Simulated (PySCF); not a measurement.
How methods differ on the excitation energy of Ag

Ag [Kr] 4d10 5s1 (2S) → Ag [Kr] 4d9 5s1 5p1 (high-spin determinant), as a difference of total energies. All numbers are calculated (PySCF 2.14, scalar relativity by spin-free X2C-1e, in x2c-TZVPPall (8s6p6d2f1g, 79 functions)). Correlated levels: valence: [Kr] frozen; valence and next inner shell: [Ar] 3d10 frozen. The calculations carry no spin-orbit coupling.

| method | excitation energy (eV) |
| --- | --- |
| UHF | 5.741 |
| LDA | 7.846 |
| PBE | 7.547 |
| PBE0 | 7.292 |
| r2SCAN | 7.253 |
| MN15 | 7.478 |
| B97-3 | 7.558 |
| M06-2X | 7.470 |
| wB97X-V | 7.363 |
| MP2 (valence) | 7.549 |
| SCS-MP2 (valence) | 7.463 |
| MP2 (valence and next inner shell) | 7.552 |
| SCS-MP2 (valence and next inner shell) | 7.397 |

How much does correlation contribute at MP2 (valence and next inner shell)?

7.552 − (5.741) = 1.811 eV, measured against UHF.

A first-order spin-orbit estimate (lowest level to lowest level, LS coupling) adds -0.156 eV.

The basis was made for the ground configuration and has no added diffuse functions, so the excitation energy can come out too high.

The determinant of the upper state mixes LS terms, which raises its energy above the lowest term, most at the Hartree-Fock and MP2 levels.
